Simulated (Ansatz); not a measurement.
`C[Se][BH][GeH3]` and `B[Se]C` differ in one atom or group.

Ansatz, PBE0-D4/def2-TZVP geometries, multiplicity 1. Each molecule was computed in one conformer, which needn't be the lowest.

Scalar relativity is left out up to krypton. Spin–orbit coupling is left out; it splits and shifts lone-pair levels of the heavy atoms by tenths of an eV.

```tsv
property	`C[Se][BH][GeH3]`
HOMO energy (PBE/def2-TZVPP) / eV	-6.51
LUMO energy (PBE/def2-TZVPP) / eV	-2.57
LUMO energy (ωB97M-V/def2-TZVPP) / eV	0.17
ideal-gas entropy at 298 K and 1 bar (rigid rotor, harmonic PBE0-D4/def2-TZVP) / J/(mol·K)	375
size of the dipole moment (PBE/def2-TZVPP) / D	1.60
HOMO–LUMO gap (ωB97M-V/def2-TZVPP) / eV	9.83
```

Q: What does the change do to each property? (Best estimate.)

A: Ansatz gave: 
```
                                                                                  property  `B[Se]C`  shift
                                                         HOMO energy (PBE/def2-TZVPP) / eV     -6.40   0.11
                                                         LUMO energy (PBE/def2-TZVPP) / eV     -2.12   0.45
                                                     LUMO energy (ωB97M-V/def2-TZVPP) / eV      0.68   0.51
ideal-gas entropy at 298 K and 1 bar (rigid rotor, harmonic PBE0-D4/def2-TZVP) / J/(mol·K)       302    -73
                                            size of the dipole moment (PBE/def2-TZVPP) / D      1.68   0.08
                                                   HOMO–LUMO gap (ωB97M-V/def2-TZVPP) / eV     10.23   0.40
```

With PBE0 the HOMO rises by 0.12 eV and the LUMO rises by 0.51 eV, so the gap widens by about 0.39 eV. PBE moves the HOMO by 0.11 eV and ωB97M-V by 0.11 eV. The zero-point energy changes by -39.6 kJ/mol with -9 modes. Dipoles are sizes alone; their direction can turn.

Positive LUMOs are unbound, so they and the gaps depend on the basis.
